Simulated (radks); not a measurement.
Fractional charge and spin in the 5d shell of iridium: the spin-up occupation runs from 3 to 4 and the spin-down occupation from 2 to 3; the fullest corner is Ir, [Xe] 4f14 6s2 5d(up 4, down 3). All-electron calculation, scalar-relativistic Kohn-Sham, LDA (Slater exchange, Perdew-Wang correlation), spin-polarised, spherical densities, finite nucleus; Fermi nuclear charge, rms radius of each element as measured or else 0.836 A^(1/3) + 0.57 fm. Program: a radial shooting solver on a logarithmic mesh with Libxc functionals. Energy (eV) minus the two flat planes that join the four corners (they meet along the diagonal where the two added fractions sum to one electron); zero is where a piecewise linear energy would lie.

\begin{tabular}{lrrrrr}
down \ up & 3 & 3.25 & 3.5 & 3.75 & 4 \\ \hline
2 & 0.000 & -1.102 & -1.456 & -1.083 & 0.000 \\
2.25 & -1.092 & -1.412 & -1.005 & 0.110 & -0.955 \\
2.5 & -1.444 & -1.002 & 0.146 & -0.886 & -1.257 \\
2.75 & -1.073 & 0.110 & -0.890 & -1.228 & -0.930 \\
3 & 0.000 & -0.964 & -1.269 & -0.939 & 0.000 \\
\end{tabular}

Corners above the fullest one (they belong to Ir+ and the next ion): (up 4, down 2) 11.967 eV, (up 3, down 3) 12.552 eV, (up 3, down 2) 35.981 eV. With half an added electron in each spin the energy lies 0.146 eV from the planes, and with half an added electron in spin up alone -1.456 eV. The planes are only a guide here: the flat-plane condition holds for ground states with one frontier orbital, while this shell lies below other occupied shells, so the corners above the fullest one are inner-hole states and not the ground states of those ions.
